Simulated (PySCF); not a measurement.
Species: C3H12BNSi.
SMILES: `CN(C)BC[SiH3]`

Computed with PySCF at wB97X-D/def2-SVPD, non-relativistic, on one gas-phase PBE0-D3(BJ)/def2-SVP geometry that isn't relaxed in the solvent. The solvent is an IEF-PCM continuum (van der Waals radii × 1.2), and excitations are vertical TDDFT with non-equilibrium linear response and a frozen core. The model holds no explicit solvent molecules, cavitation or dispersion.

Gas-phase singlets (H = HOMO, L = LUMO):

```
state  E (eV)  λ (nm)      f  leading configurations
   S1   6.792     183  0.300                 H→L 81%
   S2   6.949     178  0.034               H→L+1 79%
   S3   7.363     168  0.007  H-1→L 65%, H-1→L+1 15%
   S4   7.840     158  0.006               H→L+2 68%
   S5   8.035     154  0.010    H→L+3 47%, H→L+4 38%
```

Question: Give the list for cyclohexane (ε = 2.017), n² = 2.04.

Answer: 
```
state  E (eV)  λ (nm)      f           leading configurations  change by rank (eV)
   S1   6.670     186  0.387                          H→L 80%               -0.122
   S2   6.920     179  0.024                        H→L+1 76%               -0.029
   S3   7.331     169  0.011           H-1→L 69%, H-1→L+1 11%               -0.032
   S4   7.827     158  0.010             H→L+2 48%, H→L+3 27%               -0.013
   S5   8.006     155  0.011  H→L+4 50%, H→L+3 26%, H→L+2 10%               -0.029
```

Question: The ground-state energy changes by -0.028 eV from gas to cyclohexane. By how much does the total energy of gas-phase S1 change?

Answer: E(S1) = E(S0) + excitation energy, so it changes by -0.028 − 0.122 = -0.150 eV: it is lowered more than the ground state, which is what a red shift means. This is the vertical state, with the slow part of the continuum still set for S0.

Question: How do the frontier levels move from gas to cyclohexane?

Answer: 
```csv
orbital,gas (eV),solvent (eV),change (eV)
LUMO+2,2.65,2.69,+0.04
LUMO+1,2.04,2.09,+0.05
LUMO,1.86,1.88,+0.02
HOMO,-9.01,-8.93,+0.08
HOMO-1,-10.38,-10.35,+0.03
HOMO-2,-11.05,-11.04,+0.01
HOMO-3,-11.11,-11.11,0.00
```

The HOMO–LUMO gap goes from 10.87 to 10.81 eV.

Hardware: Arm Neoverse N1, one thread, no GPU, shared host with 64 logical CPUs at a one-minute load of 32. Cost: 60 s, 1.0 GiB resident at most. This is the whole response run at wB97X-D/def2-SVPD in cyclohexane, SCF included.

Conformer computed: `[CH3:1][N:2]([CH3:3])[BH:4][CH2:5][SiH3:6]`: C1–N2–B4–C5 178°, N2–B4–C5–Si6 -88°.

The pairwise dispersion term of wB97X-D wasn't added to the energies; at a given geometry it leaves orbitals and properties as they are.
